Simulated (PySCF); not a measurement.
# Computed structure and properties of [Hg(H2CO)]2+

System: [Hg(H2CO)]2+ (singlet); start: displaced along the imaginary mode (Cs). Method: PySCF 2.14.0, RKS PBE0, Hg def2-SVP with ECP60, O def2-SVP, C def2-SVP, H def2-SVP; non-relativistic Hamiltonian with scalar-relativistic core potentials where named; density fitting; no spin-orbit coupling.

Input of the relaxation:

```python
mol = gto.M(atom='''
Hg    -0.00811     0.00000    -0.34154
O      0.25000    -0.00000     1.68187
C     -0.16396    -0.00000     2.92438
H      0.77182    -0.00000     3.55276
H     -1.16178    -0.00000     3.37960''',
    basis={'Hg': 'def2-SVP', 'O': 'def2-SVP', 'C': 'def2-SVP', 'H': 'def2-SVP'},
    ecp={'Hg': 'def2-SVP'},
    charge=2, spin=0)
mf = dft.RKS(mol, xc='PBE0')
mf.grids.atom_grid = (50, 194)
mf = mf.density_fit()  # fitting sets: Hg def2-universal-JKFIT, O def2-universal-JKFIT, C def2-universal-JKFIT, H def2-universal-JKFIT
mf.conv_tol = 1e-08; mf.max_cycle = 55
mf.kernel(dm0)  # dm0: converged density of the start geometry
# quasi-Newton relaxation in Cartesian coordinates to a largest gradient under 0.00045 Eh/bohr, steps kept in the point group
```

Run from Python with OMP_NUM_THREADS=2; the lines above give its settings. Where DIIS fails, smearing, a level shift and second-order steps follow.
It took 7.8 s on 2 threads of Arm Neoverse V2, with other jobs on the host, from the converged density of the start.

Course of the relaxation:

```csv
step,energy above end (eV),largest force component within the symmetry (eV/Å)
0,0.5352,4.561
1,0.1985,1.788
2,0.0528,0.521
3,0.0115,0.277
4,0.0038,0.171
5,0.0013,0.178
6,0.0002,0.068
7,0.0000,0.013
8,0.0000,0.006
```

Relaxed geometry (Cs):

```xyz
5

Hg   -0.2777    0.0000   -0.2593
O     0.4885    0.0000    1.7704
C    -0.0476    0.0000    2.8761
H     0.6671    0.0000    3.7408
H    -1.1424    0.0000    3.0691
```

| contact | Å |
| --- | --- |
| Hg1–O2 (H2CO) | 2.169 |

On the finer grid (75, 302):

```yaml
HOMO: -21.08 eV
LUMO: -17.55 eV
Dipole_about_the_centre_of_mass: 7.53 D
Set_of_Mulliken_populations_of_Hg1_outside_the_core_potential: s 2.56, p 6.06, d 9.97, f 0.00
D3_BJ_dispersion_energy_not_in_the_energies: -0.065 eV
```

```json
{"atom": "Hg1", "Mulliken (e)": "1.41", "Löwdin (e)": "1.30", "spin (e)": "0.00"}
{"atom": "O2", "Mulliken (e)": "-0.21", "Löwdin (e)": "0.05", "spin (e)": "0.00"}
{"atom": "C3", "Mulliken (e)": "0.32", "Löwdin (e)": "0.40", "spin (e)": "0.00"}
{"atom": "H4", "Mulliken (e)": "0.26", "Löwdin (e)": "0.14", "spin (e)": "0.00"}
{"atom": "H5", "Mulliken (e)": "0.22", "Löwdin (e)": "0.11", "spin (e)": "0.00"}
```

On the grid (50, 194), as all that follows. Harmonic modes: a minimum; lowest 239 cm⁻¹ (negative: unstable), highest 3113 cm⁻¹, zero-point energy 0.775 eV.

Taking off one H2CO (charge 0, singlet; the rest: singlet) in vacuum, both parts rigid, costs 4.97 eV; the small basis without counterpoise inflates it. Parting with an electron moved from the ligand to the metal can be far cheaper, even downhill.

Rigid scan of H2CO along the line from its metal:

```
distance to O2 (Å)  energy (eV)
              1.87        0.567
              1.97        0.204
              2.07        0.041
              2.17        0.000
              2.27        0.030
              2.37        0.100
              2.57        0.286
```

One start shape was tried, so this needn't be the lowest isomer.
